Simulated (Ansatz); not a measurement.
`[SiH3][GeH]1[CH2][NH]1` + `BNC=C` → `BN([SiH3])C=C` + `[CH2]1[NH][GeH2]1`  (cleavage of the Si–Ge bond)

Program: Ansatz. Geometries: PBE0-D4/def2-TZVP. ΔE: electronic, gas phase. CCSD(T)/CBS adds triple-zeta CCSD(T) − MP2 to the extrapolated MP2 energy (def2 sets, frozen cores). Functionals use def2-TZVPP. B3LYP here is the variant with VWN-RPA as its local correlation; programs differ in this. For Ge outer-core shells are correlated without core-valence functions, which leaves a few kJ/mol of doubt a bond. Scalar relativity is left out up to krypton. One conformer a species, not always the lowest.

```json
{"level": "PBE-D4", "ΔE (kJ/mol)": "16.8", "difference from CCSD(T)/CBS": "19.9"}
{"level": "r2SCAN-D4", "ΔE (kJ/mol)": "7.9", "difference from CCSD(T)/CBS": "11.0"}
{"level": "PBE0-D4", "ΔE (kJ/mol)": "10.4", "difference from CCSD(T)/CBS": "13.5"}
{"level": "B3LYP-D4", "ΔE (kJ/mol)": "2.4", "difference from CCSD(T)/CBS": "5.5"}
{"level": "ωB97X-V", "ΔE (kJ/mol)": "-2.8", "difference from CCSD(T)/CBS": "0.3"}
{"level": "PBE", "ΔE (kJ/mol)": "20.6", "difference from CCSD(T)/CBS": "23.7"}
{"level": "r2SCAN", "ΔE (kJ/mol)": "8.7", "difference from CCSD(T)/CBS": "11.8"}
{"level": "B3LYP", "ΔE (kJ/mol)": "8.6", "difference from CCSD(T)/CBS": "11.7"}
{"level": "HF/def2-TZVPP", "ΔE (kJ/mol)": "-10.6", "difference from CCSD(T)/CBS": "-7.5"}
{"level": "MP2/def2-TZVPP", "ΔE (kJ/mol)": "-7.8", "difference from CCSD(T)/CBS": "-4.7"}
{"level": "SCS-MP2/def2-TZVPP", "ΔE (kJ/mol)": "-9.5", "difference from CCSD(T)/CBS": "-6.4"}
{"level": "CCSD(T)/def2-TZVPP", "ΔE (kJ/mol)": "-4.1", "difference from CCSD(T)/CBS": "-1.0"}
{"level": "HF/def2-QZVPP", "ΔE (kJ/mol)": "-12.6", "difference from CCSD(T)/CBS": "-9.5"}
{"level": "MP2/def2-QZVPP", "ΔE (kJ/mol)": "-7.9", "difference from CCSD(T)/CBS": "-4.8"}
{"level": "MP2/CBS(def2)", "ΔE (kJ/mol)": "-6.8", "difference from CCSD(T)/CBS": "-3.7"}
{"level": "CCSD/CBS(def2)", "ΔE (kJ/mol)": "-4.3", "difference from CCSD(T)/CBS": "-1.2"}
{"level": "CCSD(T)/CBS", "ΔE (kJ/mol)": "-3.1", "difference from CCSD(T)/CBS": "0"}
```

Largest T1 diagnostic among the species: 0.013.

The D4 term adds −6.2 kJ/mol with B3LYP and −3.1 kJ/mol with PBE0; it sums over pairs of atoms, weighted by their polarisabilities, and B3LYP, whose exchange is more repulsive, gets the larger term. From PBE to PBE0 (25 % exact exchange), in def2-TZVPP and without D4, ΔE moves by −7.1 kJ/mol.
